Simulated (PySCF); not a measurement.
**Mass spectrum arithmetic for `CC#CP/C=C\C`**

Species: `CC#CP/C=C\C`.

Calculated from isotope tables alone.

Problem. What are the average molar mass and the monoisotopic mass?

Solution. For C6H9P, with standard atomic weights, 6 × 12.011 + 1 × 30.974 + 9 × 1.008 = 112.112 g/mol. From the most abundant isotopes (12C, 31P, 1H), 6 × 12.000000 + 1 × 30.973762 + 9 × 1.007825 = 112.0442 u.

Problem. Work out the cluster of the molecular ion M+•, one line a nominal mass.

Solution. 
```
nominal mass  m/z (centroid)  relative intensity
         112        112.0436               100.0
         113        113.0470                 6.6
         114        114.0505                 0.2
```

Lines under 0.1 % of the tallest are left out. One electron mass, 0.00055 u, is taken off.

Problem. What share of all molecules is the monoisotopic species?

Solution. 0.9893^6 × 1 × 0.999885^9 = 93.65 %.

Problem. Which singly substituted isotopologues are there?

Solution. Intensity in % of the monoisotopic species:

```tsv
isotope	mass shift (u)	m/z	intensity (%)
13C	+1.00335	113.0470	6.49
2H	+1.00628	113.0499	0.10
```

Species under 0.02 % are left out.

Problem. Protons, neutrons, electrons, and exact less nominal mass of the monoisotopic species?

Solution. 60 protons, 52 neutrons and 60 electrons; 112.0442 − 112 = +0.0442 u.

Problem. Give the mass fraction of each element.

Solution. C 64.28 %, P 27.63 %, H 8.09 %.
